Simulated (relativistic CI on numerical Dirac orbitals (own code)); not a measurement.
V2+ in a cubic cluster: L2,3 absorption with charge transfer

Computed with a charge-transfer multiplet model of a cubic metal-ligand cluster with up to one ligand hole, Slater and spin-orbit integrals from Dirac-Coulomb-Breit ions, Slater integrals scaled by 0.7. The ground state mixes d3 with configurations of k ligand holes L, whose averages lie at kΔ + k(k − 1)U_dd/2; a core hole lowers each added d electron by U_cd. 300 K, Lorentzian 0.4 eV and Gaussian 0.3 eV FWHM.

Atomic integrals in eV (Slater integrals scaled, ζ unscaled), ground: F2dd 6.242, F4dd 3.880, zeta_d 0.019; with the core hole: F2dd 6.869, F4dd 4.275, zeta_d 0.030, zeta_core 4.613, F2cd 3.776, G1cd 2.721, G3cd 1.543.

Cluster parameters (eV): Δ = 4.8, U_cd = 6, 10Dq = 0.75, 10Dq(ligand) = 0, V(eg) = 1.45, V(t2g) = -0.63, final-state hopping factor = 1.

```csv
Case,n_d,d3,d4L,S
U_dd = 3.3 eV,3.19,0.81,0.19,1.50
U_dd = 4.7 eV,3.19,0.81,0.19,1.50
U_dd = 5.4 eV,3.19,0.81,0.19,1.50
```

Weights, n_d and S are thermal averages at 300 K. Photon energies count from the first peak over 30 % of the highest in each spectrum, which can be another peak from case to case. The parameters are a model scan and need not match a compound or its usual spin state. Peaks in eV (height, largest 100):
- U_dd = 3.3 eV: 0.0 (54), 0.8 (100), 1.4 (84), 7.0 (59), 8.5 (56), 10.1 (9)
- U_dd = 4.7 eV: 0.0 (53), 0.8 (100), 1.4 (88), 3.4 (15), 7.0 (56), 8.5 (57)
- U_dd = 5.4 eV: 0.0 (53), 0.8 (100), 1.4 (89), 3.4 (15), 7.0 (55), 8.5 (57)

For the case U_dd = 4.7 eV, Δ = 4.8 eV is larger than U_dd = 4.7 eV, the Mott-Hubbard side of the Zaanen-Sawatzky-Allen scheme. With the core hole the configuration with one ligand hole lies at Δ + U_dd − U_cd = 2.1, 3.5, 4.2 eV from the one without, in the order of the table; where this is negative the screened configuration lies lower, though the effective hopping of about 3.0 eV (from the holes of the mixed ground state) mixes the two strongly wherever it is as large as the gap.

With at most 1 ligand hole the space is cut while the next configuration still counts, so covalency is underestimated, and a final configuration with one more ligand hole, which can lie low, is missing from the spectra.
